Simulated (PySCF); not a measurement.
Cs(F) cation (CsF), SMILES [F][Cs] (connectivity only; charge and spin as stated), charge +1, multiplicity 2.

Geometry: PBE0-D3(BJ)/def2-TZVPD. The spin state was assumed, not searched. The def2 effective core potentials stand for the cores of Cs; spin–orbit coupling is left out.

These are ωB97X/def2-TZVPD (PySCF) values and carry that method's errors.

Gas-phase values at a fixed geometry.

**Question.** Estimate the frontier levels, dipole moment and polarisability. (Estimate from the structure and the level; the computed values follow.)

**Answer.** 
```
Item                                                               Result
------------------------------------------------  -----------------------
α spin, highest occupied and lowest empty level       -20.32 and -3.28 eV
β spin, highest occupied and lowest empty level       -19.41 and -8.48 eV
dipole moment about the centre of nuclear charge                   1.98 D
mean static polarisability                           19.1 bohr³ (2.83 Å³)
polarisability, principal values                   18.2, 18.7, 20.5 bohr³
⟨S²⟩                                              0.752 (pure state 0.75)
```
